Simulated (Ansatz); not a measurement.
CAgO, SMILES O=[C+][Ag], charge +1, multiplicity 1.

The structure is a stationary point at PBE0-D3(BJ)/def2-TZVP. The spin state was assumed, not searched. The def2 effective core potentials stand for the cores of Ag; spin–orbit coupling is left out.

Two levels are set side by side: PBE/def2-TZVPD (Ansatz, a first-principles code) and PBE0/def2-TZVPD (Ansatz). Energy differences of separate SCF runs at the same geometry; the states with an electron removed or added have multiplicity 2 and 2. Differences are taken from unrounded values.

```json
[
 {"quantity": "vertical ionisation energy (eV)", "PBE0": "18.58", "PBE": "18.41", "PBE minus PBE0": "-0.17"},
 {"quantity": "vertical electron affinity (eV)", "PBE0": "6.38", "PBE": "6.63", "PBE minus PBE0": "0.25"},
 {"quantity": "vertical singlet–triplet gap (eV)", "PBE0": "4.78", "PBE": "4.53", "PBE minus PBE0": "-0.25"}
]
```
